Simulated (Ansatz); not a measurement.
AlH5OSi2, SMILES `[SiH3][SiH]1[O][AlH]1`, relaxed with RKS PBE0-D4/def2-TZVP in Ansatz from a PBE-D4/def2-SVP geometry. The force threshold is 0.005 eV/Å; the program also tests the step.

The species carries charge 0 and has multiplicity 1.

Start:

```xyz
9

Si    0.125    1.738    0.145
Si    0.656   -0.552    0.093
O    -0.514   -1.593    0.877
Al   -0.699   -2.207   -0.772
H     1.031    2.468   -0.815
H    -1.301    1.928   -0.302
H     0.286    2.352    1.513
H     2.070   -0.777    0.580
H    -1.655   -3.358   -1.318
```

(1) By how much does the energy fall, and how many steps does the optimiser take? (Estimate.)

(2) Which bonds change most? (Estimate.)

(3) Give the relaxed structure. (Best estimate.)

Results:

(1) Computed: 0.06 eV, in 10 steps, 2 of them rejected.

(2) Ansatz gave: Si2–O3 from 1.752 to 1.697 Å; O3–Al4 from 1.769 to 1.738 Å; Si2–Al4 from 2.308 to 2.277 Å; Si1–H5 from 1.508 to 1.489 Å.

(3) Ansatz gave: 
```xyz
9

Si    0.121    1.735    0.145
Si    0.621   -0.550    0.084
O    -0.496   -1.574    0.847
Al   -0.693   -2.207   -0.758
H     1.048    2.447   -0.777
H    -1.276    1.962   -0.313
H     0.274    2.313    1.510
H     2.028   -0.759    0.541
H    -1.626   -3.367   -1.279
```
